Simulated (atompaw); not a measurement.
## An all-electron radial function and its pseudo partner (ytterbium)

Columns: radius, all-electron u(r) and pseudo u(r) of the 5p shell (level -45.59 eV) of ytterbium in the configuration [Kr] 4d10 4f13 5s2 5p6 5d1 6s0 6p0; PBEsol, scalar-relativistic, PAW (atompaw) scheme, atompaw 4.2.0.5.

```
r (bohr)  all-electron  pseudo
   0.102        0.1298  0.0169
   0.204        0.2156  0.0662
   0.306       -0.2862  0.1442
   0.408       -0.4914  0.2450
   0.510       -0.3421  0.3611
   0.612       -0.0303  0.4841
   0.713        0.2941  0.6038
   0.815        0.5678  0.7146
   0.917        0.7659  0.8080
   1.019        0.8910  0.8785
   1.121        0.9549  0.9229
   1.223        0.9715  0.9402
   1.325        0.9538  0.9316
   1.427        0.9127  0.9005
   1.529        0.8568  0.8518
   1.631        0.7924  0.7911
   1.733        0.7243  0.7241
   1.835        0.6557  0.6557
   1.937        0.5891  0.5891
   2.038        0.5263  0.5263
   2.140        0.4671  0.4671
   2.242        0.4127  0.4127
   2.344        0.3631  0.3631
   2.446        0.3184  0.3184
   2.548        0.2783  0.2783
   2.650        0.2426  0.2426
```

(1) How many radial nodes do the two functions have?

(2) At about which radius was the pseudo-wave matched?

(3) Is the pseudo-wave norm-conserving?

Results:

(1) The all-electron 5p function has n − l − 1 = 3 (the table is too coarse to show those close to the nucleus); the pseudo-wave has 0, since the states of the same l below it are removed with the core.

(2) 1.85 bohr. The columns agree to 0.0005 from 1.73 bohr on; several derivatives are matched, so the curves merge somewhat inside the radius.

(3) No, it belongs to a PAW set: the norm inside the radius is not constrained, and the difference is carried by the augmentation charge.
